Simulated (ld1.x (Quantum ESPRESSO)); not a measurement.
## Configuration tests for Si (Z = 14) (PAW)

silicon (Si), PAW, made with ld1.x (Quantum ESPRESSO) 7.5 (LDA (PZ), non-relativistic). Core [Ne], reference 3s2 3p0 (charge +2). Waves: 3s (bound): rcut 1.50, rcutus 1.75 bohr; 3s channel at -1.4 Ry: rcut 1.50, rcutus 1.75 bohr; 3p (bound, empty): rcut 2.15, rcutus 2.30 bohr; 3p channel at -1 Ry: rcut 2.15, rcutus 2.30 bohr; 3d channel at 0.3 Ry: rcut 1.25, rcutus 1.70 bohr; 3d channel at 1.15 Ry: rcut 1.25, rcutus 1.70 bohr. Local part: all-electron potential smoothed inside 1.95 bohr (lloc = -2). Core correction: a·sin(br)/r model core inside 1.05 bohr. Augmentation charge: PSQ, inside the norm-conserving radii.

Energies are relative to the spin-unpolarised reference configuration 3s2 3p0; without spin polarisation the order of configurations can differ from experiment. Spin-polarised rows fill each open shell by Hund’s rule, majority spin first.

| valence configuration | charge | ΔE all-electron (eV) | error AE − PS (meV) |
| --- | --- | --- | --- |
| 3s2 3p2 | 0 | -23.966 | -11 |
| 3s2 3p1 | +1 | -16.126 | -5.4 |
| 3s1 3p0 | +3 | 34.074 | -24 |
| 3s1 3p3 | 0 | -17.217 | -6.7 |
| 3s0 3p4 | 0 | -10.305 | -4.2 |
| 3s2 3p1.5 | +0.5 | -20.996 | -8.6 |
| 3s2 3p2 (spin-polarised) | 0 | -24.578 | -11 |
| 3s2 3p1 (spin-polarised) | +1 | -16.331 | -5.6 |

What are ΔE and the potential's error for 3s1 3p2?

ΔE = -8.777 eV all-electron; the error (AE − PS) is -2.8 meV.
